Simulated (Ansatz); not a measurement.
Cost and result up the ladder for the cluster Cs3H3 (6 atoms). The state is a singlet with charge 0. Geometry: PBE-D4/def2-TZVP.

Cartesian coordinates in Å:
```
Cs -2.4715 1.3168 0.8261
Cs 0.1248 -2.9145 -0.1434
Cs 2.3465 1.5968 -0.6829
H -1.9803 -1.3511 0.5916
H 2.0941 -1.1144 -0.6877
H -0.1135 2.4664 0.0963
```

Ansatz on 4 threads of Intel Xeon on a shared host. Times are rough, and most runs start from the orbitals of an earlier one. ωB97M-V/def2-TZVP serves as the yardstick here, not as an exact answer. Differences are given only for rows in sets of like size (and for xTB, whose basis is part of the method), since another set adds its own error. Binding counts from free atoms at the same level (Cs doublet, H doublet; other spins of the atoms weren't run), without zero-point energy or a counterpoise term.

In the def2 sets Cs takes a core potential; there is no spin–orbit coupling. Correlated methods freeze no core orbitals; core or outer-core shells of Cs are correlated, in sets that lack core-valence functions. The structure comes from a short search, and lower isomers may exist.

Correlated methods converge slowly with the basis.

| level | functions | wall time | binding energy per atom (eV) | difference from ωB97M-V/def2-TZVP (eV) |
| --- | --- | --- | --- | --- |
| MP2/def2-TZVP | 105 | 0.96 s | 1.05 | -0.36 |
| PBE0-D4/def2-SVP | 87 | 1.9 s | 1.25 | – |
| PBE-D4/def2-TZVP | 105 | 2.2 s | 1.32 | -0.09 |
| PBE-D4/def2-SVP | 87 | 2.3 s | 1.26 | – |
| BLYP-D4/def2-TZVP | 105 | 2.7 s | 1.37 | -0.04 |
| PBE0-D4/def2-TZVPD | 123 | 2.8 s | 1.31 | -0.10 |
| CAM-B3LYP-D4/def2-TZVP | 105 | 2.9 s | 1.38 | -0.03 |
| PBE-D4/def2-TZVPD | 123 | 3 s | 1.32 | -0.09 |
| r2SCAN-D4/def2-TZVP | 105 | 3.6 s | 1.34 | -0.07 |
| PBE0-D4/def2-TZVP (with forces) | 105 | 3.8 s | 1.31 | -0.10 |
| r2SCAN-D4/def2-TZVPD | 123 | 4.4 s | 1.34 | -0.07 |
| ωB97M-V/def2-TZVP | 105 | 11 s | 1.41 | 0.00 |
| CCSD(T)/def2-TZVPD | 123 | 16 s | 1.23 | -0.18 |
| CCSD(T)/def2-TZVPP | 150 | 26 s | 1.27 | -0.14 |
